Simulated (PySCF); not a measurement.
Computed shifts of a molecule C3H10Si3, PBE0/pcSseg-1 in PySCF, GIAO, gas phase, atoms alike by connectivity averaged where their shifts nearly agree, in ppm (number of nuclei): ¹³C: 118.8 (1), 117.2 (1), -8.7 (1). ²⁹Si: -69.2 (1), -93.5 (1), -96.2 (1). ¹H: 4.50 (2), 4.48 (3), 4.27 (1), 4.15 (1), 0.72 (3). References: ¹³C against TMS (σ = 186.3 ppm); ²⁹Si against TMS (σ = 352.7 ppm); ¹H against TMS (σ = 31.56 ppm), references at their B3LYP-D3(BJ)/def2-TZVP geometries, non-relativistic. Coordinates come from a PBE0-D3(BJ)/def2-SVP optimisation. The values are those of a single conformer.

### Question
Identify the compound among the candidates.
A. [SiH3][SiH2][C@@H]1C=C[SiH2]1
B. C[SiH2][SiH2]C#C[SiH3]
C. [SiH3]C1[SiH2]C=C[SiH2]1
D. C=C1C[Si@@H]([SiH3])[SiH2]1

### Answer
B, C[SiH2][SiH2]C#C[SiH3]
